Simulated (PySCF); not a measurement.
ClIn, triplet, geometry from GFN2-xTB (such geometries of metal compounds can be far from the true shape) (the spin is typed, not shown lowest) (core potentials on In).

PySCF was given this input:
```python
from pyscf import gto, scf

mol = gto.M(
    atom='''
In   -0.000000   -0.000000   -0.636312
Cl    0.000000    0.000000    1.834075
''',
    basis='def2-tzvp',
    ecp={'In': 'def2-tzvp'},
    charge=0,
    spin=2,
    verbose=4,
)

mf = scf.UHF(mol)
mf.kernel()
```

Q: What does this run give for the dipole moment, Mulliken (on the basis functions themselves) charges in atom order, HOMO energy, nuclear repulsion energy?

A: 
```yaml
dipole_moment: 3.56 D
Mulliken (on the basis functions themselves) charges in atom order: In1 0.45, Cl2 -0.45
HOMO energy: -6.56 eV
nuclear_repulsion_energy: 76.4723 Eh
```

These values belong to the state on which the SCF converged, which isn't shown to be the lowest.
